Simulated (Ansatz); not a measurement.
Cartesian coordinates in Å:
```
Al -0.301 1.668 0.990
S 1.446 0.585 0.294
Sn 0.332 -1.277 -0.761
H -1.735 1.065 0.684
H -0.074 3.019 1.776
H -0.592 -2.109 0.404
H 1.585 -2.258 -1.369
H -0.660 -0.694 -2.018
```

Total charge 0; spin multiplicity 1. Sn: def2 effective core potential.

Task: List the ωB97M-V/def2-TZVPP orbital energies in eV (Ansatz). (Estimate.)

Result: The calculation gave: Occupied: -2426.32, -1532.46, -220.32, -163.40, -163.34, -163.30, -143.36, -117.04, -97.97, -97.88, -97.88, -76.71, -76.54, -76.50, -31.57, -31.52, -31.51, -31.39, -31.39, -22.12, -17.10, -14.21, -11.99, -11.94, -11.51, -10.66, -10.32, -9.73. Lowest empty: 0.20, 0.84, 1.72, 2.23, 2.24, 2.45, 2.86, 3.25.
